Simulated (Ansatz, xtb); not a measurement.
C7H7FO: which of two isomers lies lower

Structure a is `COc1ccccc1F`, a singlet and structure b is `COc1ccc(F)cc1`, a singlet. Both are isolated molecules in the gas phase, relaxed with PBE0-D3(BJ)/def2-SVP; the shapes shown needn't be the lowest conformers.

a (Å):

```
atom    x (Å)    y (Å)    z (Å)
   C  -2.4060   0.0195  -1.4987
   C  -0.3527  -0.0832  -0.3455
   C  -0.0982   1.2847  -0.4682
   C   1.0675   1.8385   0.0696
   C   1.9900   1.0392   0.7332
   C   1.7463  -0.3311   0.8623
   C   0.5930  -0.8761   0.3297
   F   0.3536  -2.1787   0.4481
   O  -1.4346  -0.7249  -0.8198
   H  -3.1911  -0.6869  -1.7961
   H  -2.8510   0.7981  -0.8539
   H  -1.9956   0.5004  -2.4044
   H  -0.8103   1.9279  -0.9858
   H   1.2459   2.9105  -0.0380
   H   2.9002   1.4714   1.1530
   H   2.4443  -0.9951   1.3760
```

b (Å):

```yaml
atoms:
  - { symbol: C, position_ang: [-1.8173, -0.9787, -1.7760] }
  - { symbol: C, position_ang: [-0.0238, -0.1661, -0.4662] }
  - { symbol: C, position_ang: [-0.6146, 1.0904, -0.2962] }
  - { symbol: C, position_ang: [0.0370, 2.0736, 0.4516] }
  - { symbol: C, position_ang: [1.2686, 1.7981, 1.0226] }
  - { symbol: C, position_ang: [1.8704, 0.5527, 0.8630] }
  - { symbol: C, position_ang: [1.2235, -0.4244, 0.1202] }
  - { symbol: F, position_ang: [1.8905, 2.7389, 1.7373] }
  - { symbol: O, position_ang: [-0.5734, -1.1795, -1.1695] }
  - { symbol: H, position_ang: [-2.0747, -1.9150, -2.2874] }
  - { symbol: H, position_ang: [-2.6049, -0.7500, -1.0356] }
  - { symbol: H, position_ang: [-1.7857, -0.1637, -2.5214] }
  - { symbol: H, position_ang: [-1.5833, 1.3207, -0.7400] }
  - { symbol: H, position_ang: [-0.4103, 3.0591, 0.5938] }
  - { symbol: H, position_ang: [2.8415, 0.3642, 1.3245] }
  - { symbol: H, position_ang: [1.6684, -1.4106, -0.0236] }
```

Quicker runs give these differences E(b) − E(a): GFN2-xTB −0.121 eV; HF/STO-3G −0.086 eV (at GFN2-xTB geometries); r2SCAN-D4/def2-SVP −0.094 eV (at GFN2-xTB geometries).

**Question.** Estimate E(b) − E(a) at the level CCSD(T)/def2-SVP + ΔMP2/def2-TZVPP.

**Answer.** CCSD(T)/def2-SVP + ΔMP2/def2-TZVPP gives E(b) − E(a) = −0.086 eV, slightly favouring structure b, which is too small a margin to settle the true order.

The same difference at several levels:

```json
{"level": "GFN2-xTB", "geometry": "GFN2-xTB", "E(b) − E(a) (eV)": "−0.121", "departure from the last row (eV)": "−0.034", "job, with rough time for the two": "optimisation, 0.12 s"}
{"level": "HF/STO-3G", "geometry": "GFN2-xTB", "E(b) − E(a) (eV)": "−0.086", "departure from the last row (eV)": "+0.001", "job, with rough time for the two": "single point, 0.78 s"}
{"level": "r2SCAN-D4/def2-SVP", "geometry": "GFN2-xTB", "E(b) − E(a) (eV)": "−0.094", "departure from the last row (eV)": "−0.008", "job, with rough time for the two": "single point, 11 s"}
{"level": "PBE0-D3(BJ)/def2-SVP", "geometry": "PBE0-D3(BJ)/def2-SVP", "E(b) − E(a) (eV)": "−0.097", "departure from the last row (eV)": "−0.011", "job, with rough time for the two": "optimisation, 60 s"}
{"level": "HF/def2-SVP", "geometry": "PBE0-D3(BJ)/def2-SVP", "E(b) − E(a) (eV)": "−0.107", "departure from the last row (eV)": "−0.021", "job, with rough time for the two": "part of the CCSD(T) run"}
{"level": "MP2/def2-SVP", "geometry": "PBE0-D3(BJ)/def2-SVP", "E(b) − E(a) (eV)": "−0.100", "departure from the last row (eV)": "−0.013", "job, with rough time for the two": "part of the CCSD(T) run"}
{"level": "CCSD(T)/def2-SVP", "geometry": "PBE0-D3(BJ)/def2-SVP", "E(b) − E(a) (eV)": "−0.097", "departure from the last row (eV)": "−0.010", "job, with rough time for the two": "single point"}
{"level": "CCSD(T)/def2-SVP + ΔMP2/def2-TZVPP", "geometry": "PBE0-D3(BJ)/def2-SVP", "E(b) − E(a) (eV)": "−0.086", "departure from the last row (eV)": "", "job, with rough time for the two": "single point, 6 min"}
```

As drawn, both hold the same kinds of bond in the same numbers.

The largest departure from CCSD(T)/def2-SVP + ΔMP2/def2-TZVPP is that of GFN2-xTB, 0.034 eV. The last row adds to CCSD(T) the change of the MP2 difference between the two basis sets, here +0.010 eV.

With thermal terms from frequencies at re-optimised GFN2-xTB minima (ideal gas, soft modes damped towards free rotors, one conformer each, 298.15 K, 1 atm): on the last row, ΔE + ΔZPE = −0.089, ΔH = −0.090, ΔG = −0.088 eV.

The correlated steps freeze 9 core orbitals. Codes used: Ansatz 0.2.0, xtb 6.7.1; the last row on 2 threads of Arm Neoverse V2 on a shared host.
